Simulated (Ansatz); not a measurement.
Total energies of Hg₂TeCl₂ (the lowest singlet isomer of a short search) from Ansatz at HF/def2-TZVPD, gas phase (1 Eh = 27.2114 eV = 2625.5 kJ/mol). The reference geometry is relaxed at r2SCAN-D4/def2-SVP.

```xyz
5

Hg   -0.0340   -0.7265   -1.7302
Hg   -0.0804    1.1931    1.4473
Te   -0.4524    1.7927   -1.0893
Cl    0.2393    0.6861    3.6933
Cl    0.3275   -2.9455   -2.3211
```

```json
{"state": "charge 0 singlet", "geometry": "reference", "energy (Eh)": "-1491.22718"}
{"state": "charge -1 doublet", "geometry": "reference", "energy (Eh)": "-1491.23084"}
{"state": "free Hg atom (singlet)", "geometry": "–", "energy (Eh)": "-152.55433"}
{"state": "free Te atom (triplet)", "geometry": "–", "energy (Eh)": "-267.00565"}
{"state": "free Cl atom (doublet)", "geometry": "–", "energy (Eh)": "-459.47712"}
```

In the def2 sets Hg, Te take a core potential; there is no spin–orbit coupling.

(1) Work out the vertical electron affinity, to the doublet.

(2) What is the binding energy per atom against free atoms?

(1) E(charge 0 singlet) − E(charge -1 doublet) = -1491.22718 − (-1491.23084) = 0.00366 Eh = 0.10 eV; so near zero that its sign isn't settled.

(2) Atoms: 2 × (-152.55433) + 1 × (-267.00565) + 2 × (-459.47712) = -1491.06855 Eh. Binding: -1491.06855 − (-1491.22718) = 0.15863 Eh = 4.32 eV, or 0.86 eV for each of 5 atoms (no zero-point energy, no counterpoise term).

The structure comes from a short search, and lower isomers may exist.
